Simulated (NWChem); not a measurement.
Species: GaHOBrF; SMILES [OH][Ga]([F])[Br]

```xyz
5

Ga     0.0130    -0.7324     0.0000
F     -1.4946    -1.6125     0.0000
Br    -0.0127     1.5166     0.0000
O      1.5152    -1.6566     0.0000
H      1.3710    -2.6104     0.0000
```
Atoms are numbered in this order, from 1.

All runs: NWChem. Medium grid unless said otherwise, to which SCAN and Minnesota functionals are sensitive. All runs use the structure optimised with PBE0/def2-SVP. Hybrids' shares of exact exchange are those that their runs print; pure functionals count as 0. The functionals differ in more than this share.

```
row                 share of exact exchange  highest occupied level (eV)
------------------  -----------------------  ---------------------------
PBE/def2-SVP                           0.00                        -7.50
PW91/def2-SVP                          0.00                        -7.55
B3LYP/def2-SVP                         0.20                        -8.56
MN15/def2-SVP                          0.44                     withheld
BHandHLYP/def2-SVP                     0.50                       -10.06
```

Task: Fit a straight line of the last column on the one before it, predict the withheld value, and compare with the run.

Result: 
1. Means of the 4 shown rows: x = 0.175, y = -8.418. Slope Σ(x − x̄)(y − ȳ)/Σ(x − x̄)² = -0.8498/0.1675 = -5.073; intercept -7.530.
2. The shown rows scatter about the line by 0.020 (root mean square); the largest residual is +0.03, at PBE/def2-SVP.
3. At x = 0.44 (MN15/def2-SVP; inside the shown range) the line gives -9.76.
4. The run gives -9.53, +0.23 from the line.
